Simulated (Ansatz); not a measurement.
Two isomers of C2H5FOSi2: A = `FC1=C[SiH2]O[SiH2]1`, B = `FC1=CO[SiH2][SiH2]1`.

Isolated molecules relaxed with PBE0-D4/def2-TZVP in Ansatz; ΔE leaves out vibrations. CCSD(T)/CBS is the MP2 limit (def2-TZVPP, def2-QZVPP) plus CCSD(T) − MP2 in def2-TZVPP, frozen cores. Functionals use def2-TZVPP.

Question: Which isomer does CCSD(T)/CBS put lower? Give the gap. (Estimate.)

Answer: Computed: A, by 210.0 kJ/mol.

Question: Give E(B) − E(A) in kJ/mol with B2PLYP, CCSD/def2-TZVPP, HF/def2-TZVPP, BLYP-D4, ωB97M-V, PBE-D4, CCSD(T)/def2-SVP. (Best estimate.)

Answer: Computed: B2PLYP 206.2, CCSD/def2-TZVPP 210.4, HF/def2-TZVPP 225.5, BLYP-D4 187.1, ωB97M-V 207.5, PBE-D4 172.2, CCSD(T)/def2-SVP 178.1. None reverses the order clearly.

Question: Does the order hold for the free energy at 298.15 K (harmonic terms from PBE0-D4)? (Estimate.)

Answer: The calculation gave: Yes: G(B) − G(A) = +206.6 kJ/mol.

Largest T1 diagnostic: 0.015.

In def2-TZVPP, CCSD(T) changes the Hartree–Fock value by −19.4 kJ/mol (the triples alone add −4.3 kJ/mol) and MP2 by −5.4 kJ/mol. Leaving LDA and LC-ωPBE aside and taking each functional with its dispersion term where it has one, the values, not all of them listed here, spread over 39.4 kJ/mol, from PBE-D4 to BHLYP-D4.
